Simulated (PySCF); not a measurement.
Computed with PySCF and rigid-rotor harmonic-oscillator thermochemistry at 1 bar. 'Table' is the NASA 1993 thermochemical table (part measured, part estimated). 6-31G* has spherical d functions here. All species are closed-shell singlets. B3LYP is the form with VWN-RPA correlation. Br: all electrons, no relativistic terms. The harmonic model lacks anharmonicity and excited electronic states, which grow with temperature; levels with a mode under 35 cm⁻¹ are left out. Soft modes under 120 cm⁻¹ make the harmonic entropy rough for SiHBr3. The table's entry may be an old estimate for SiHBr3 (not checked at source).

Harmonic frequencies at B3LYP/6-31G* (cm⁻¹): 105, 105, 165, 351, 468, 468, 779, 779, 2319. Point group C3v; S°(298 K) = 351.0 J/mol/K at this level.

**Question.** Work out Cp and S° of gaseous SiHBr3 at 500, 800, 1200, 1600, 2000 K from these, and set them beside the table.

**Answer.** 
| T (K) | Cp B3LYP/6-31G* | Cp table | S° B3LYP/6-31G* | S° table |
|---|---|---|---|---|
| 500 | 91.5 | 91.4 | 395.7 | 392.6 |
| 800 | 98.3 | 98.4 | 440.4 | 437.3 |
| 1200 | 102.5 | 102.6 | 481.1 | 478.1 |
| 1600 | 104.6 | 104.7 | 511.0 | 508.0 |
| 2000 | 105.8 | 106.0 | 534.4 | 531.5 |
Units J/mol/K.
